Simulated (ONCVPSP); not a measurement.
**Logarithmic derivatives: Tm, ONCV**

ONCVPSP 4.0.1 input, shortened (lines: element, Z, core and valence counts, functional; n l f; lmax; l rc ep ncon nbas qcut; lloc lpopt rc5 dvloc0; l nproj debl; icmod fcfact rcfact), PBE, scalar-relativistic:

```
  Tm 69.00    9    4        4      upf
    1    0    2.00
    2    0    2.00
    2    1    6.00
    3    0    2.00
    3    1    6.00
    3    2   10.00
    4    0    2.00
    4    1    6.00
    4    2   10.00
    4    3   13.00
    5    0    2.00
    5    1    6.00
    6    0    2.00
    3
    0    2.20    0.00    4    7    7.20
    1    1.85    0.00    4    8    8.60
    2    1.95    0.45    4    7    4.10
    3    0.80    0.00    5   10   19.40
    4    5    0.65    2.00
    0    2    2.80
    1    2    2.70
    2    2    3.50
    3    2    2.90
    3    3.00    1.00
```

In the d channel the program set the typed energies aside and used 0.050, 3.550 Ha.

The phase is arctan(r·R′/R) of the radial function R(r), unwrapped; energies in Ha, scanned from -3 to 5 Ha. A pole is an energy at which the radial function vanishes at the test radius. The pseudo phase is shifted by a multiple of π to meet the all-electron one at the reference energy, and phase errors are pseudo minus all-electron; the curves can meet again beyond the range given. Levels narrower than the energy grid can be missing from the lists of poles.

Problem. For each channel, where are the poles, and over which energies does the pseudopotential scatter like the atom?

Solution.

| channel | radius (bohr) | reference energy (Ha) | poles, all-electron | poles, pseudo | unbroken range about the reference energy with phases within 0.05 rad | phase error 1 Ha above the reference energy (rad) |
| --- | --- | --- | --- | --- | --- | --- |
| s | 2.24 | -0.14 | -1.82, 3.18 | -1.82, 3.09 | below 4.3 | -0.001 |
| p | 1.88 | -0.99 | -0.14 | -0.14 | the whole range | -0.000 |
| d | 1.98 | 0.05 | 1.55 | 1.55 | the whole range | -0.000 |
| f | 0.81 | -0.11 | 3.42 | 3.42 | the whole range | +0.000 |

Note: ghosts flagged at negative energy: s at -654.3 eV, p at -217.2 eV; GHOST(+) flagged for d at 158.8 eV. A true bound ghost makes a file unfit for plane-wave use.

Phases in the f channel:

```json
{"E (Ha)": "-2.98", "all-electron": "0.301", "pseudo": "0.301"}
{"E (Ha)": "-2.76", "all-electron": "0.199", "pseudo": "0.199"}
{"E (Ha)": "-2.54", "all-electron": "0.086", "pseudo": "0.085"}
{"E (Ha)": "-2.32", "all-electron": "-0.036", "pseudo": "-0.036"}
{"E (Ha)": "-2.10", "all-electron": "-0.164", "pseudo": "-0.164"}
{"E (Ha)": "-1.88", "all-electron": "-0.293", "pseudo": "-0.293"}
{"E (Ha)": "-1.66", "all-electron": "-0.421", "pseudo": "-0.421"}
{"E (Ha)": "-1.44", "all-electron": "-0.543", "pseudo": "-0.543"}
{"E (Ha)": "-1.22", "all-electron": "-0.657", "pseudo": "-0.657"}
{"E (Ha)": "-1.00", "all-electron": "-0.761", "pseudo": "-0.761"}
{"E (Ha)": "-0.78", "all-electron": "-0.855", "pseudo": "-0.855"}
{"E (Ha)": "-0.56", "all-electron": "-0.938", "pseudo": "-0.938"}
{"E (Ha)": "-0.34", "all-electron": "-1.012", "pseudo": "-1.012"}
{"E (Ha)": "-0.12", "all-electron": "-1.077", "pseudo": "-1.077"}
{"E (Ha)": "0.10", "all-electron": "-1.135", "pseudo": "-1.135"}
{"E (Ha)": "0.32", "all-electron": "-1.186", "pseudo": "-1.186"}
{"E (Ha)": "0.54", "all-electron": "-1.232", "pseudo": "-1.232"}
{"E (Ha)": "0.76", "all-electron": "-1.274", "pseudo": "-1.274"}
{"E (Ha)": "0.98", "all-electron": "-1.311", "pseudo": "-1.311"}
{"E (Ha)": "1.20", "all-electron": "-1.345", "pseudo": "-1.345"}
{"E (Ha)": "1.42", "all-electron": "-1.375", "pseudo": "-1.375"}
{"E (Ha)": "1.64", "all-electron": "-1.403", "pseudo": "-1.403"}
{"E (Ha)": "1.86", "all-electron": "-1.429", "pseudo": "-1.429"}
{"E (Ha)": "2.08", "all-electron": "-1.453", "pseudo": "-1.453"}
{"E (Ha)": "2.30", "all-electron": "-1.476", "pseudo": "-1.476"}
{"E (Ha)": "2.52", "all-electron": "-1.496", "pseudo": "-1.496"}
{"E (Ha)": "2.74", "all-electron": "-1.516", "pseudo": "-1.516"}
{"E (Ha)": "2.96", "all-electron": "-1.535", "pseudo": "-1.535"}
{"E (Ha)": "3.18", "all-electron": "-1.552", "pseudo": "-1.552"}
{"E (Ha)": "3.40", "all-electron": "-1.569", "pseudo": "-1.569"}
{"E (Ha)": "3.62", "all-electron": "-1.585", "pseudo": "-1.585"}
{"E (Ha)": "3.84", "all-electron": "-1.601", "pseudo": "-1.601"}
{"E (Ha)": "4.06", "all-electron": "-1.616", "pseudo": "-1.616"}
{"E (Ha)": "4.28", "all-electron": "-1.630", "pseudo": "-1.630"}
{"E (Ha)": "4.50", "all-electron": "-1.645", "pseudo": "-1.645"}
{"E (Ha)": "4.72", "all-electron": "-1.659", "pseudo": "-1.659"}
{"E (Ha)": "4.94", "all-electron": "-1.672", "pseudo": "-1.672"}
```
